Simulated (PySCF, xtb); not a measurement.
C₃H₈N₂Si, SMILES N[C@@H]1CN=C1[SiH3]. The values are those of a single conformer.

Harmonic wavenumbers (cm⁻¹) from GFN2-xTB in xtb 6.7.1 at its own minimum, in rising order: 60, 124, 158, 214, 273, 361, 481, 494, 521, 621, 766, 777, 789, 801, 908, 937, 973, 1034, 1039, 1107, 1142, 1168, 1201, 1223, 1327, 1443, 1555, 1628, 2218, 2253, 2332, 2934, 2987, 3002, 3386, 3419.

**Question.** What does PBE0-D3(BJ)/def2-SVP in PySCF give at its own minimum? (Estimate from the structure and the level; the computed values follow.)

**Answer.** 60, 131, 170, 230, 292, 382, 475, 513, 622, 699, 781, 803, 901, 930, 945, 958, 967, 1012, 1097, 1123, 1163, 1217, 1258, 1279, 1410, 1452, 1638, 1659, 2223, 2228, 2263, 3068, 3082, 3136, 3546, 3637. Paired by order, the mean absolute difference is 54 cm⁻¹ and the zero-point energies are 65.3 and 67.7 kcal/mol.
